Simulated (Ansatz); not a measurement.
CH₈AlNSi (`C[SiH2][NH][AlH2]`). Total charge 0; spin multiplicity 1. Geometry: relaxed with PBE0-D4/def2-TZVP. It is one conformer, not always the lowest.

```xyz
12

C    -0.233   -0.116    2.014
Si   -0.860   -0.117    0.255
N     0.374   -0.490   -0.900
Al    1.025    0.511   -2.220
H    -1.043    0.121    2.710
H     0.167   -1.096    2.289
H     0.560    0.623    2.147
H    -1.984   -1.095    0.163
H    -1.378    1.230   -0.107
H     0.765   -1.420   -0.813
H     2.152   -0.125   -3.134
H     0.456    1.974   -2.405
```

Task: What is the dipole moment at r2SCAN/def2-TZVPP? (Estimate.)

Result: Ansatz gave: 1.29 D, with components (0.57, -0.86, 0.78) D in this frame, pointing from negative to positive charge.

Task: And with PBE, B3LYP, ωB97M-V? (An estimate is asked.)

Result: Computed: PBE 1.29 D, B3LYP 1.21 D, ωB97M-V 1.22 D.

Task: Give the Mulliken charges with r2SCAN, PBE, ωB97M-V in def2-TZVPP. (Estimate.)

Result: Ansatz gave: 
```
atom  r2SCAN    PBE  ωB97M-V
  C1   -0.29  -0.37    -0.44
 Si2    0.40   0.30     0.32
  N3   -0.42  -0.29    -0.36
 Al4    0.47   0.32     0.37
  H5    0.07   0.10     0.11
  H6    0.06   0.10     0.11
  H7    0.07   0.10     0.12
  H8   -0.10  -0.08    -0.06
  H9   -0.08  -0.07    -0.04
 H10    0.13   0.12     0.09
 H11   -0.16  -0.12    -0.12
 H12   -0.16  -0.12    -0.11
```

B3LYP here is the variant with VWN-RPA as its local correlation; programs differ in this.
